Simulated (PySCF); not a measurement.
PySCF input file for BeCl₂, SMILES [Be]([Cl])[Cl], B3LYP/pcJ-2. Geometry optimised at B3LYP-D3(BJ)/def2-TZVP. The isomer is the one that the SMILES or the coordinates give; other isomers of the formula were not compared.

```python
import numpy as np
from pyscf import gto, scf, dft
from pyscf.prop.ssc import rks as ssc

mol = gto.M(
    atom='''
    Be    0.00000000    0.00000000    0.00000000
    Cl    0.00000000    0.00000000   -1.80410536
    Cl    0.00000000    0.00000000    1.80410536
    ''',
    basis='pcJ-2',
    charge=0,
    spin=0,
    max_memory=1600,
    verbose=3,
)
mf = dft.RKS(mol, xc='b3lyp')
mf.grids.level = 3
mf.conv_tol = 1e-10
mf.max_cycle = 100
mf.kernel()
j = ssc.SSC(mf)
j.with_fcsd = True
j.max_cycle_cphf = 80
j.conv_tol = 1e-7
e11 = j.kernel()
```

Log of the run:

```
converged SCF energy = -933.536450649503
Reduced spin-spin coupling constant K (Hz)
               #0        #1        #2
        0 Be   0.00000
        1 Cl   8.10421   0.00000
        2 Cl   8.10181  -5.99935   0.00000
Spin-spin coupling constant J (Hz)
               #0        #1        #2
        0 Be   0.00000
        1 Cl  -3.48551   0.00000
        2 Cl  -3.48448  -1.80108   0.00000
```

Self-consistency was reached.

Cost: about 50 core-seconds (a rough figure).
